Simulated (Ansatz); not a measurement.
`C[SiH]1NB1O` from Hartree–Fock to CCSD(T)

Cartesian coordinates in Å:
```
C -0.470 1.651 -0.903
Si -0.749 0.103 0.102
N 0.296 -1.276 -0.222
B 0.557 -0.896 1.097
O 1.352 -1.282 2.122
H 0.592 1.898 -0.959
H -0.994 2.494 -0.443
H -0.859 1.536 -1.918
H -2.206 -0.211 0.102
H 0.574 -1.978 -0.891
H 1.908 -2.039 1.912
```

The species carries charge 0 and has multiplicity 1. The structure was optimised at the PBE0-D4/def2-TZVP level. It is one conformer, not always the lowest. Frozen core, restricted reference, the Gaussian-basis code of Ansatz. CBS rows extrapolate triple and quadruple zeta; past MP2 they add the triple-zeta difference.

```json
{"basis": "def2-TZVPP", "HF (Eh)": "-484.44878", "MP2 corr.": "-0.83649", "CCSD corr.": "-0.87185", "(T)": "-0.03603", "CCSD(T) total": "-485.35666"}
{"basis": "def2-QZVPP", "HF (Eh)": "-484.46717", "MP2 corr.": "-0.89692", "CCSD corr.": "–", "(T)": "–", "CCSD(T) total": "–"}
{"basis": "CBS(def2)", "HF (Eh)": "-484.46970", "MP2 corr.": "-0.94167", "CCSD corr.": "-0.97703", "(T)": "as TZ", "CCSD(T) total": "-485.48276"}
```
